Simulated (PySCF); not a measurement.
Si(H)2(Cl)2, SMILES Cl[SiH2]Cl, PBE0/def2-SVP optimised geometry.

```
5

Si    -0.79    -0.32     0.00
Cl     1.26    -0.32     0.00
Cl    -1.50    -1.25    -1.69
H     -1.26     1.08     0.00
H     -1.26    -1.08     1.18
```

Density from PySCF 2.14.0 with PBE0/def2-TZVP at that geometry.

Minimum of the electron density along straight lines between bonded atoms, close to the bond critical point (lines longer than 1.1 times the sum of covalent radii, or with two minima, are not listed):

```
bond     length / Å  ρ at the minimum / e bohr⁻³  ∇²ρ there / e bohr⁻⁵  position (fraction from the first atom)
-------  ----------  ---------------------------  --------------------  ---------------------------------------
Si1–Cl2       2.056                        0.100                  0.23                                     0.36
Si1–Cl3       2.056                        0.100                  0.23                                     0.36
Si1–H4        1.483                        0.126                  0.14                                     0.49
Si1–H5        1.483                        0.126                  0.14                                     0.49
```
